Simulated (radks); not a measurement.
Values are calculated unless marked as measured or tabulated.
Neutral vanadium inside a hard spherical wall (all orbitals vanish at R), configuration held at [Ar] 3d3 4s2 and not refilled when levels cross. Code: a radial shooting solver on a logarithmic mesh with Libxc functionals. Model: scalar-relativistic Kohn-Sham, PBEsol, spin-polarised, spherical densities, finite nucleus; open shells are filled with parallel spins first; Fermi nuclear charge, rms radius 3.6002 fm. Eigenvalues in eV for spin up, with the zero of energy where the potential of the charges vanishes at infinity; a dash marks a level that is unbound or too diffuse for the functional's potential to be trusted. A positive occupied level is held by the wall or, in an anion where self-interaction has pushed it up, behind a barrier. The pressure on the wall is -dE/dV.

R (bohr) = free: E (hartree) -948.04975; kinetic (hartree) 956.712; e(3s) -70.953; e(3p) -44.868; e(3d) -6.039; e(4s) -5.006; e(4p, empty) -1.553; e(5s, empty) -; pressure (GPa) 0
R (bohr) = 20: E (hartree) -948.04975; kinetic (hartree) 956.712; e(3s) -70.953; e(3p) -44.868; e(3d) -6.039; e(4s) -5.006; e(4p, empty) -1.553; e(5s, empty) -; pressure (GPa) < 0.0001
R (bohr) = 15: E (hartree) -948.04975; kinetic (hartree) 956.712; e(3s) -70.952; e(3p) -44.867; e(3d) -6.038; e(4s) -5.006; e(4p, empty) -1.550; e(5s, empty) 0.318; pressure (GPa) < 0.0001
R (bohr) = 12: E (hartree) -948.04968; kinetic (hartree) 956.713; e(3s) -70.944; e(3p) -44.859; e(3d) -6.030; e(4s) -4.999; e(4p, empty) -1.524; e(5s, empty) 0.871; pressure (GPa) 0.00139
R (bohr) = 8: E (hartree) -948.04367; kinetic (hartree) 956.757; e(3s) -70.634; e(3p) -44.550; e(3d) -5.735; e(4s) -4.744; e(4p, empty) -1.005; e(5s, empty) 4.464; pressure (GPa) 0.239
R (bohr) = 5: E (hartree) -947.89533; kinetic (hartree) 957.412; e(3s) -67.755; e(3p) -41.703; e(3d) -3.058; e(4s) -1.566; e(4p, empty) 3.722; e(5s, empty) 22.840; pressure (GPa) 16.2
R (bohr) = 4: E (hartree) -947.55741; kinetic (hartree) 958.600; e(3s) -64.196; e(3p) -38.229; e(3d) 0.340; e(4s) 3.937; e(4p, empty) 10.954; e(5s, empty) 45.961; pressure (GPa) 87.6
R (bohr) = 2: E (hartree) -937.76507; kinetic (hartree) 988.588; e(3s) -27.863; e(3p) -0.935; e(3d) 42.687; e(4s) 113.31; e(4p, empty) 129.84; e(5s, empty) 336.36; pressure (GPa) 12300
